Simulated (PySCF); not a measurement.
An unknown is described by computed data only.

Formula: C7H12ClF.

* 1H NMR: chemical shifts (computed TMS as zero) by class: 5.97 (1 H), 4.42 (1 H), 3.81 (1 H), 3.37 (1 H), 2.95 (1 H), 1.95 (1 H), 1.86 (3 H), 1.77 (3 H) ppm [GIAO PBE0/pcSseg-1]
* 13C NMR: chemical shifts (computed TMS as zero) by class: 142.8 (1 C), 128.1 (1 C), 100.7 (1 C), 50.8 (1 C), 35.5 (1 C), 29.0 (1 C), 19.3 (1 C) ppm [GIAO PBE0/pcSseg-1]
* Dipole: 0.73 D [PBE0/pcSseg-1]
* NMR, other nuclei: isotropic shieldings of nuclei other than C and H, by class: 375 (1 F), 890 (1 Cl) ppm [GIAO PBE0/pcSseg-1]
* Rotational structure: rotational constants A, B, C: 1.930, 0.693, 0.541 GHz [GFN2-xTB]

Electronic properties: PySCF, gas phase, density fitting. Levels stand in brackets. One conformer (not necessarily the lowest) at the GFN2-xTB geometry, without solvent, vibrations or thermal averaging. NMR values are class means; diastereotopic atoms form classes of their own.

Question: What is the compound? Reason from the data.

Answer: Numbering: `[CH3:1][C:2]([CH3:3])=[CH:4][CH2:5][C@@H:6]([F:7])[CH2:8][Cl:9]`. Its formula, C7H12ClF, gives 1 degree of unsaturation: 0 rings and 1 π bond in the structure found. 7 carbons fall into 7 classes; from least to most shielded: fully substituted alkene carbon [C2] (142.8 ppm), alkene CH carbon [C4] (128.1 ppm), sp3 C–F carbon [C6] (100.7 ppm), sp3 C–Cl carbon [C8] (50.8 ppm), allylic carbon [C5] (35.5 ppm), allylic carbon [C3] (29.0 ppm), allylic carbon [C1] (19.3 ppm). Hydrogen classes from least to most shielded: 1 H on an alkene CH carbon, C4 (5.97 ppm), 1 H on an sp3 C–F carbon, C6 (4.42 ppm), 1 H on an sp3 C–Cl carbon, C8 (3.81 ppm), 1 H on an sp3 C–Cl carbon, C8 (3.37 ppm), 1 H on an allylic carbon, C5 (2.95 ppm), 1 H on an allylic carbon, C5 (1.95 ppm), 3 H on an allylic carbon, C3 (1.86 ppm), 3 H on an allylic carbon, C1 (1.77 ppm, a mean of values up to 0.9 ppm apart in this geometry). The other shieldings belong to: 375 ppm, alkyl fluorine [F7]; 890 ppm, alkyl chlorine [Cl9]. The optimised geometry has point group C1 and is an asymmetric top. Structure: `CC(C)=CC[C@@H](F)CCl`. The assignments are read from this structure; whether some other isomer fits the data as well wasn't checked. The mirror image fits equally.

Shape of the structure used: `[CH3:1][C:2]([CH3:3])=[CH:4][CH2:5][C@@H:6]([F:7])[CH2:8][Cl:9]`: C2–C4–C5–C6 101°, C4–C5–C6–F7 71°, C5–C6–C8–Cl9 71°.
